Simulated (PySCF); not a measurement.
Can point charges reproduce the dipole moment of `CC/N=C/c1ccccc1`?

Coordinates (GFN2-xTB, Å) and charges (e) from the PBE0/pcSseg-1 density (PySCF):

```tsv
atom	x	y	z	Mulliken	IAO	Hirshfeld	ESP-fitted
C1	3.687	-0.369	0.104	-0.2769	-0.4179	-0.1202	-0.3152
C2	2.681	0.265	1.062	-0.0598	-0.1373	-0.0242	+0.3386
N3	1.362	-0.158	0.719	-0.4391	-0.2766	-0.1292	-0.4845
C4	0.462	0.683	0.451	+0.2596	+0.0223	+0.0367	+0.2012
C5	-0.888	0.276	0.092	-0.3419	-0.0189	-0.0116	-0.0133
C6	-1.228	-1.075	0.020	+0.0592	-0.1327	-0.0403	-0.0115
C7	-2.510	-1.454	-0.324	-0.0663	-0.1498	-0.0465	-0.1749
C8	-3.471	-0.492	-0.596	-0.0677	-0.1455	-0.0441	-0.1636
C9	-3.143	0.852	-0.527	-0.0777	-0.1528	-0.0504	-0.1194
C10	-1.859	1.236	-0.186	-0.0183	-0.1505	-0.0473	-0.1838
H11	3.543	0.019	-0.902	+0.1106	+0.1420	+0.0382	+0.1004
H12	3.543	-1.446	0.083	+0.1194	+0.1499	+0.0411	+0.0885
H13	4.702	-0.149	0.425	+0.1097	+0.1408	+0.0429	+0.0646
H14	2.788	1.365	1.057	+0.0843	+0.1012	+0.0283	-0.0488
H15	2.878	-0.098	2.077	+0.1265	+0.1490	+0.0444	+0.0148
H16	0.644	1.771	0.478	+0.0623	+0.0968	+0.0373	+0.0546
H17	-0.465	-1.806	0.238	+0.0732	+0.1703	+0.0442	+0.0816
H18	-2.767	-2.502	-0.380	+0.0924	+0.1543	+0.0515	+0.1482
H19	-4.474	-0.789	-0.863	+0.0903	+0.1538	+0.0511	+0.1489
H20	-3.892	1.602	-0.740	+0.0900	+0.1535	+0.0505	+0.1374
H21	-1.604	2.285	-0.134	+0.0700	+0.1481	+0.0479	+0.1363
```

Problem. Compute μ = Σ q r for each scheme (1 e·Å = 4.803 D) and compare with the dipole of the full density.

Solution. The full density gives (-0.12, 1.04, -0.09) D, 1.05 D in size; dipole vectors point from the negative to the positive end.

| scheme | μx | μy | μz | size (D) | share of the full size (%) | angle to the full dipole (°) |
| --- | --- | --- | --- | --- | --- | --- |
| Mulliken | 0.31 | 0.54 | -0.23 | 0.66 | 63 | 39 |
| IAO | -0.07 | 0.56 | -0.08 | 0.57 | 54 | 3 |
| Hirshfeld | -0.21 | 0.42 | -0.05 | 0.47 | 45 | 19 |
| ESP-fitted | -0.12 | 1.07 | -0.08 | 1.08 | 103 | 1 |

Problem. Which set comes closest?

Solution. Length of the difference vector: ESP-fitted 0.04 D, IAO 0.48 D, Hirshfeld 0.62 D, Mulliken 0.68 D. Closest: ESP-fitted. ESP charges are fitted to the potential around the molecule, whose slowest-falling term is the dipole's. 

Problem. What is left for the Hirshfeld atoms' own dipoles?

Solution. The shares of the density sum to the whole, so what Σ q r misses lies in dipoles about the nuclei. The atomic dipoles sum to (-0.12, 1.04, -0.09) − (-0.21, 0.42, -0.05) = (0.09, 0.62, -0.04) D, 0.62 D in size.

Problem. With the origin at the mean of the coordinates, (0.000, 0.001, 0.103) Å, which are the largest single terms, by size, of the Mulliken dipole along the direction of the full one?

Solution. C1 +1.06, H12 -1.06, H18 -0.94, H20 +0.91, H21 +0.83 D; all 21 atoms together +0.51 D. The single terms depend on the origin, their sum doesn't.

Problem. Give the size of the full dipole in other units.

Solution. 1.05 D = 0.412 au = 0.218 e·Å = 3.49 × 10⁻³⁰ C·m.

The structure is a single GFN2-xTB conformer in the gas phase; no vibrational or solvent corrections.

The values belong to the conformer `[CH3:1][CH2:2]/[N:3]=[CH:4]/[c:5]1[cH:6][cH:7][cH:8][cH:9][cH:10]1`: C1–C2–N3–C4 -123°, N3–C4–C5–C6 -1°.
